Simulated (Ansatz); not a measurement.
Geometry optimisation, RKS PBE-D4/def2-SVP in Ansatz.

input.yaml

```yaml
crystal:
  periodic: [false, false, false]
  atoms:
    - { symbol: B, position_ang: [0.0, 0.0, 0.0] }
    - { symbol: O, position_ang: [0.0, 0.0, 1.76] }
    - { symbol: H, position_ang: [-0.9095, -0.2814, 2.0971] }
    - { symbol: F, position_ang: [1.1431, 0.0, -0.66] }
    - { symbol: F, position_ang: [-1.1431, 0.0, -0.66] }
    - { symbol: F, position_ang: [0.0726, 1.5356, 0.5108] }
    - { symbol: H, position_ang: [0.0505, 1.068, 1.4702] }
basis:
  gaussian: { orbitals: def2-SVP }
hamiltonian:
  xc: pbe
  dispersion: d4
relax:
  f_tol: 0.15
  max_steps: 25
  restrain:
    - { distance: [0, 5], at: 1.32, k: 30.0 }
    - { distance: [6, 1], at: 1.01, k: 30.0 }
    - { distance: [0, 1], at: 2.61, k: 30.0 }
    - { distance: [6, 5], at: 2.12, k: 30.0 }
```

Launched with:

```bash
$ ansatz run input.yaml --threads 2 --pin off --max-ram 3072MiB --backend cpu --events-out ev --progress --plain --runs-dir out
```

Problem. Where does it end, and by what steps?

Solution. It converged. The restraints hold the end off the free minimum. After 9 steps the energy has fallen by 2.092 eV (the restraints' own energy left out); B1 moved furthest, 0.61 Å. Parted: B1–O2, F6–H7.

| step | energy less start (eV) | largest force component (eV/Å) | accepted |
| --- | --- | --- | --- |
| 0 | 0.0000 | 5.106 | yes |
| 1 | -0.9790 | 4.413 | yes |
| 2 | -1.6733 | 3.110 | yes |
| 3 | -1.9984 | 1.394 | yes |
| 4 | -2.0173 | 1.234 | yes |
| 5 | -2.0680 | 1.106 | yes |
| 6 | -2.0871 | 0.642 | yes |
| 7 | -2.0725 | 1.210 | no |
| 8 | -2.0897 | 0.700 | yes |
| 9 | -2.0920 | 0.646 | yes |

```xyz
7
Properties=species:S:1:pos:R:3
B 0.057 0.433 -0.421
O -0.007 -0.083 2.125
H -0.956 -0.307 2.184
F 1.171 -0.164 -0.809
F -1.124 -0.135 -0.640
F 0.099 1.676 0.052
H -0.028 0.903 2.027
```

Whether the end is a true minimum wasn't checked by a vibrational analysis.

Time of the run: 4 s on 2 threads of AMD EPYC 9R45 96-Core Processor (Zen 5), on a shared host, peak memory 0.16 GiB.
